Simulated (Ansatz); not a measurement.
BrCl, charge +1, doublet, geometry from GFN2-xTB (a state made from the parent by changing its charge; the spin is typed, not shown lowest); R2SCAN/aug-cc-pVDZ (Ansatz, a program for electronic structure).

Ansatz was given this input:
Ansatz 0.2 input:
```yaml
crystal:
  periodic: [false, false, false]
  atoms:
    - {symbol: Cl, position_ang: [-0.00000000, -0.00000000, -1.39352932]}
    - {symbol: Br, position_ang: [0.00000000, 0.00000000, 0.67685710]}
basis:
  gaussian:
    orbitals: aug-cc-pVDZ
hamiltonian:
  xc: r2scan
total_charge: 1
magnetization: {spin_polarized: true, initial_magnetization: 1}
accuracy: high
```

### Question
Write the output that Ansatz gives for this input, abridged.

### Answer

```
Functional definition: r2SCAN
1120 factors; integrals over basis functions are off by at most 4.3e-9 eV
mean field evaluation 1: about -82554.0381 eV, gradient 1.6e1 eV
mean field evaluation 2: about -82546.5795 eV, gradient 3.6e1 eV
mean field evaluation 4: about -82555.5464 eV, gradient 1.3e0 eV
mean field evaluation 8: about -82555.5532 eV, gradient 7.3e-3 eV
mean field evaluation 16: about -82555.5532 eV, gradient 1.0e-6 eV
mean field evaluation 32: about -82555.4546 eV, gradient 3.6e0 eV
mean field -82555.55321148 eV, -3033.8606223582 hartree, gradient 2.1e-8 eV, S^2 0.752711; 1 other end points of the search recorded, 0 dependent functions left out
reference -82555.55321517 eV, -3033.8606224936 hartree; 26, 25 occupied and 37, 38 virtual orbitals, 1120 factors
Total energy: -82555.55321517 eV, -3033.8606224936 hartree
```
